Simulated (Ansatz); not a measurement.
AsH2, SMILES `[AsH2]` radical. Charge 0, multiplicity 2.

Bond lengths: As1–H2 1.526 Å, As1–H3 1.526 Å. Angles: H2–As1–H3 90.7°.

Problem. List the harmonic frequencies (cm⁻¹, unscaled) at PBE0-D4/def2-TZVP in Ansatz. (Estimate.)

Solution. Computed: 1004, 2198, 2209.

Problem. Is this a minimum?

Solution. Yes, all 3 modes are real.

Problem. Give the ideal-gas thermochemistry at 298.15 K and 1 bar (rigid rotor, harmonic oscillator; point group C2v, symmetry number 2).

Solution. Zero-point energy 32.4 kJ/mol; H(298) − E = 42.4 kJ/mol; entropy 225.3 J/(mol·K), of which translation 163.0, rotation 56.1, vibration 0.4, electronic 5.8; G(298) − E = -24.8 kJ/mol.

Problem. And at 400, 500, 600, 800 and 1000 K?

Solution. 
```tsv
T (K)	H − E (kJ/mol)	S (J/mol/K)	G − E (kJ/mol)
400	46.0	235.8	-48.3
500	49.8	244.2	-72.3
600	53.8	251.5	-97.1
800	62.4	263.8	-148.7
1000	71.6	274.1	-202.5
```
